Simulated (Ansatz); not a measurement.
Reaction (redistribution): `[NH2][Al]([F])[O][SiH3]` + `O[SiH](O)[SiH2][SiH3]` → `[OH][Al]([F])[O][SiH3]` + `N[SiH](O)[SiH2][SiH3]`

Program: Ansatz. Geometries: PBE0-D4/def2-TZVP. ΔE: electronic, gas phase. CCSD(T)/CBS adds triple-zeta CCSD(T) − MP2 to the extrapolated MP2 energy (def2 sets, frozen cores). Functionals use def2-TZVPP. Each species was taken in one conformer, which may not be the lowest.

```json
{"level": "r2SCAN-D4", "ΔE (kJ/mol)": "4.7"}
{"level": "ωB97X-V", "ΔE (kJ/mol)": "5.0"}
{"level": "B2PLYP", "ΔE (kJ/mol)": "4.6"}
{"level": "MP2/def2-TZVPP", "ΔE (kJ/mol)": "2.6"}
{"level": "SCS-MP2/def2-TZVPP", "ΔE (kJ/mol)": "3.8"}
{"level": "CCSD/def2-TZVPP", "ΔE (kJ/mol)": "4.4"}
{"level": "HF/def2-QZVPP", "ΔE (kJ/mol)": "6.8"}
{"level": "MP2/CBS(def2)", "ΔE (kJ/mol)": "1.9"}
```

(1) What does CCSD(T)/CBS give? (Estimate.)

Largest T1 diagnostic among the species: 0.013.

Results:

(1) Ansatz gave: +3.4 kJ/mol. The listed levels differ from it by 1.3, 1.6, 1.2, -0.8, 0.4, 1.0, 3.4, -1.5 kJ/mol.
